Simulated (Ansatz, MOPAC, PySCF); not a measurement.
Complex: CH4 (SMILES C) (first 5 atoms) with CH3NO (SMILES NC=O); geometry from B3LYP-D3(BJ)/def2-TZVP, rigid monomers moved along the line of their centres of mass till C1···H9 is 2.42 Å.
(charge 0, multiplicity 1):
```xyz
11

C     -0.019     0.025    -0.104
H      0.697     0.080     0.716
H      0.512     0.025    -1.055
H     -0.602    -0.893    -0.025
H     -0.684     0.889    -0.072
N     -1.097     0.055     3.050
C      0.109     0.132     3.662
O      1.177     0.167     3.093
H     -1.143     0.024     2.044
H     -1.948     0.031     3.583
H      0.022     0.161     4.764
```

Monomers are frozen at their geometry in the pair; levels with a basis set take the counterpoise correction. Rows marked so take none.

Rows in 6-31G* carry no dispersion term and start afresh at each structure (6-31G* with six Cartesian d functions). The state that PM6 reach isn't checked.

Programs: Ansatz (an electronic-structure program); MOPAC for PM6 (differences of heats of formation); PySCF for 6-31G* rows, the dispersion terms. Each number belongs to the level named beside it.

### Question
One of these levels gives 66.9 meV for the interaction energy. Which?
(A) PBE0-D4/def2-TZVPPD
(B) HF/aug-cc-pVDZ
(C) PM6
(D) HF/6-31G* (no counterpoise)

### Answer
B, HF/aug-cc-pVDZ. The others give -41.4 (PM6), 20.0 (HF/6-31G* (no counterpoise)), -55.5 (PBE0-D4/def2-TZVPPD)
